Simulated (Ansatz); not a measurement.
Molecule: CH$_{3}$Mg (charge 0, doublet). It need not be the lowest isomer of its formula. SMILES: [CH3][Mg]
Geometry: optimised at B3LYP-D3(BJ)/def2-TZVP (Ansatz, an electronic-structure program).

Atomisation energy built up term by term with Ansatz (kcal/mol; UHF references for open shells; valence terms freeze the core; atomic spin-orbit terms are left out; no core correlation term is included; no scalar relativity (X2C) term is included). CBS marks a two-point X^-3 extrapolation of the correlation energy; Hartree-Fock from the larger set.

| term | basis | kcal/mol |
|---|---|---|
| Hartree-Fock | def2-QZVPPD | 256.08 |
| CCSD correlation | CBS(def2-TZVPPD,def2-QZVPPD) | 73.10 |
| (T) | CBS(def2-TZVPPD,def2-QZVPPD) | 4.66 |
| sum: De |  | 333.8 |

(T) makes 1.4 % of the CCSD(T) atomisation energy; under 5 % is typical of single-reference molecules.
